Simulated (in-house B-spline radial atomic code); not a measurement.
**RPA and G0W0 on LC-wPBE: K IX (K8+)**

Configuration [Ne] 3s1, highest spin, mean-field start LC-wPBE. Computed with an all-electron radial atomic-structure program (B-spline basis): all electrons, non-relativistic, point nucleus, each spin shell either full or empty, empty states to l = 9 with an (l + 1/2)⁻⁴ tail; G0W0 by contour deformation at full frequency.

Command:
```bash
python run_gw.py task.json out
```
Settings (radii: box in bohr, nucleus in fm):
```
Z                        19
electrons                11
configuration            [Ne] 3s1
hamiltonian              nr
method                   lc_wpbe
lmax                     9
spin_polarised           True
box_radius               7.7
intervals                47
ion_configuration        [He] 2s2 2p6
```

Run time, properties included: 2.2 s on 1 thread of Intel(R) Xeon(R) 6975P-C (shared host).

Energies (hartree):

```
                                     term       value
                         mean-field total  -577.85054
Hartree-Fock functional on these orbitals  -577.58486
                      direct second order    -0.71373
                    second-order exchange     0.26697
                         SOSEX correction     0.25196
```

**Question.** What is the RPA correlation energy, and what remains with SOSEX?

**Answer.** RPA gives -0.66404 hartree (-1.64 eV per electron); RPA + SOSEX gives -0.41208, and the second-order doubles -0.44676 hartree (no singles). RPA lacks exchange-type terms and so overcorrelates at short range.

Quasi-particle levels (eV):

```tsv
level	occupied	mean field	Σx - vxc	Σc	QP weight	G0W0
3s up	yes	-172.31	-2.43	?	?	?
2p down	yes	-450.39	-26.20	2.88	0.976	-473.70
2p up	yes	-451.06	-26.42	2.93	0.966	-474.54
3s down	no	-157.59	5.88	-2.47	0.970	-154.17
```

G0W0 = mean field + (Σx - vxc) + Σc, with Σc (partial-wave tail included) taken at the quasi-particle energy. Only the outer levels were computed. Levels of low weight are left out.

**Question.** Where does G0W0 put 3s up?

**Answer.** At -176.46 eV, with Σc = -1.72 eV and a quasi-particle weight of 0.982. The tabulated removal energy is 175.817 ± 0.0025 eV (NIST, semi-empirical); the calculation leaves out relativity, Breit and QED terms, and what these don't explain is the method's own error.

**Question.** What does it cost to remove one electron (to [He] 2s2 2p6) by differences of total energies, each species on its own start (correlation terms add to the Hartree-Fock functional)?

**Answer.** LC-wPBE 176.19 eV, Hartree-Fock functional 174.58 eV, + RPA 175.92 eV, + RPA + SOSEX 175.09 eV, + second order 175.19 eV. Tabulated: 175.817 ± 0.0025 eV (NIST, semi-empirical); the calculation leaves out relativity, Breit and QED terms, and what these don't explain is the method's own error.
